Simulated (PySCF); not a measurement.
## Mayer bond orders and bond lengths

Species: C₅H₉O₄P.
Numbering: `[O:1]=[P:2]1([O:3][CH:4]2[CH2:5][CH2:6]2)[O:7][CH2:8][CH2:9][O:10]1` (hydrogens: H11 on C4; H12, H13 on C5; H14, H15 on C6; H16, H17 on C8; H18, H19 on C9)

Structure used (GFN2-xTB), in Å, numbered top down from 1:
```
atom  x, y, z in Å
O1     0.148   -2.470    0.116
P2     0.572   -1.087    0.202
O3    -0.450   -0.054    0.882
C4    -1.806   -0.023    0.525
C5    -2.299   -0.670   -0.726
C6    -2.227    0.826   -0.635
O7     1.019   -0.381   -1.195
C8     2.109    0.491   -1.005
C9     2.479    0.440    0.495
O10    1.912   -0.746    1.009
H11   -2.425   -0.048    1.415
H12   -3.264   -1.152   -0.702
H13   -1.565   -1.172   -1.337
H14   -1.449    1.322   -1.194
H15   -3.142    1.392   -0.549
H16    2.934    0.141   -1.633
H17    1.826    1.503   -1.309
H18    3.558    0.394    0.656
H19    2.061    1.303    1.022
```

Bond orders from the PBE0/pcSseg-1 density (PySCF). Geometry: GFN2-xTB, one conformer, isolated molecule.

Where do the orders between heavy atoms depart from those drawn in the SMILES?

The largest departure is 0.141, at O3–C4 (drawn single, 0.859). Drawn single, order below 0.88: O3–C4 (0.859) and C9–O10 (0.873).

Set the Mayer orders of the bonds between heavy atoms beside their lengths.

```json
{"bond": "O1–P2", "drawn as": "double", "length (Å)": "1.449", "Mayer order": "1.959"}
{"bond": "P2–O3", "drawn as": "single", "length (Å)": "1.606", "Mayer order": "0.984"}
{"bond": "O3–C4", "drawn as": "single", "length (Å)": "1.402", "Mayer order": "0.859"}
{"bond": "C4–C5", "drawn as": "single", "length (Å)": "1.493", "Mayer order": "0.990"}
{"bond": "C5–C6", "drawn as": "single", "length (Å)": "1.500", "Mayer order": "0.947"}
{"bond": "P2–O7", "drawn as": "single", "length (Å)": "1.627", "Mayer order": "0.930"}
{"bond": "O7–C8", "drawn as": "single", "length (Å)": "1.409", "Mayer order": "0.892"}
{"bond": "C8–C9", "drawn as": "single", "length (Å)": "1.547", "Mayer order": "1.029"}
{"bond": "C9–O10", "drawn as": "single", "length (Å)": "1.411", "Mayer order": "0.873"}
{"bond": "O10–P2", "drawn as": "single", "length (Å)": "1.601", "Mayer order": "1.013"}
{"bond": "C6–C4", "drawn as": "single", "length (Å)": "1.498", "Mayer order": "0.958"}
```

By pair of heavy elements: O–P: lowest P2–O7 (0.930, 1.627 Å), highest O1–P2 (1.959, 1.449 Å). C–O: lowest O3–C4 (0.859, 1.402 Å), highest O7–C8 (0.892, 1.409 Å); in 1 of the 3 pairs the longer bond (by over 0.003 Å) has the higher order (by 0.02 or more). C–C: lowest C5–C6 (0.947, 1.500 Å), highest C8–C9 (1.029, 1.547 Å); in 3 of the 6 pairs the longer bond (by over 0.003 Å) has the higher order (by 0.02 or more).

And the bonds to hydrogen?

C–H: 0.93 to 0.96 (9 bonds).

Sum the orders of all bonds at each heavy atom with more than one neighbour and set the sums beside the valence in the SMILES.

P2 4.886 (drawn 5), O3 1.843 (drawn 2), C4 3.767 (drawn 4), C5 3.822 (drawn 4), C6 3.804 (drawn 4), O7 1.822 (drawn 2), C8 3.820 (drawn 4), C9 3.797 (drawn 4), O10 1.886 (drawn 2). Orders between atoms that aren't bonded are not in these sums.

Mayer orders depend on the basis set.
